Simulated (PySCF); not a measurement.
Compound: B₂F₂H₄Sn.
Atom-mapped SMILES: `[BH2:1][SnH2:2][B:3]([F:4])[F:5]` (hydrogens: H6, H7 on B1; H8, H9 on Sn2)

Computed by this run: PBE0-D3(BJ)/def2-SVP geometry optimisation, gas phase, def2 core potentials past Kr (PySCF 2.14.0); density fitting, grid level 1; the optimiser is geomeTRIC in internal coordinates, started from a GFN2-xTB structure with every atom displaced at random (about 0.01 Å).

Step 0: E = -12671.8052 eV
```
atom  x, y, z in Å  |  force x, y, z in eV/Å
B1      1.8529   -0.2330    0.1363   -1.233   0.695  -0.400
Sn2     0.0039    0.9598   -0.1545   -0.320  -0.495   0.241
B3     -1.9501   -0.1850    0.0013    0.776  -0.079  -0.612
F4     -2.5446   -0.3518    1.1343   -0.594   0.008   1.319
F5     -2.5093   -0.7996   -1.0102   -0.077  -0.050  -0.598
H6      2.2266   -0.4309    1.1985    0.647  -0.345   1.583
H7      2.4099   -0.6470   -0.7826    0.775  -0.564  -1.131
H8     -0.1107    2.2409    0.9064   -0.018   0.471   0.710
H9     -0.0405    1.7599   -1.5951    0.044   0.359  -1.113
```

Step 1: E = -12672.0137 eV
```
atom  x, y, z in Å  |  force x, y, z in eV/Å
B1      1.7840   -0.2478    0.1303    0.076   0.116   0.037
Sn2    -0.0199    1.0579   -0.1864   -0.059   0.346  -0.105
B3     -1.8899   -0.2272    0.0174   -0.111   0.133   0.210
F4     -2.4901   -0.3909    1.1864    0.134  -0.022  -0.283
F5     -2.4320   -0.8314   -1.0190    0.003  -0.021   0.066
H6      2.1607   -0.4873    1.2571   -0.036  -0.032  -0.127
H7      2.3828   -0.7158   -0.8101   -0.036  -0.031   0.060
H8     -0.1204    2.3195    1.0102    0.027  -0.259  -0.211
H9     -0.0370    1.8363   -1.7516    0.002  -0.231   0.353
```

**Question.** Estimate the geometry and energy of step 2. (The exact step hangs on the optimiser's Hessian estimate; all steps are aligned on step 1, rigid shifts and turns removed.)

**Answer.** E = -12672.0288 eV, largest force 0.126 eV/Å
```
atom  x, y, z in Å  |  force x, y, z in eV/Å
B1      1.7844   -0.2326    0.1307   -0.005   0.004  -0.001
Sn2    -0.0217    1.0639   -0.1832   -0.001  -0.017   0.024
B3     -1.8891   -0.2095    0.0171   -0.044  -0.023   0.116
F4     -2.4884   -0.3956    1.1781    0.050   0.027  -0.065
F5     -2.4196   -0.8249   -1.0179   -0.022  -0.004  -0.052
H6      2.1613   -0.4879    1.2493    0.005  -0.003  -0.024
H7      2.3701   -0.7146   -0.8083    0.007  -0.009   0.008
H8     -0.1188    2.3042    0.9916    0.008   0.035   0.059
H9     -0.0400    1.8104   -1.7231    0.003  -0.009  -0.065
```

The energy changes by -0.0151 eV. The first-order estimate −F·Δx gives -0.0340 eV and the mean of the old and new forces, exact on a quadratic surface, -0.0153 eV. The step makes an angle of 41° with the force vector and moves no atom by more than 0.039 Å.

The cost below is that of the whole optimisation. Time: 57 s wall; peak memory 0.42 GiB. Hardware: an Arm Neoverse N1 with one thread (shared host).
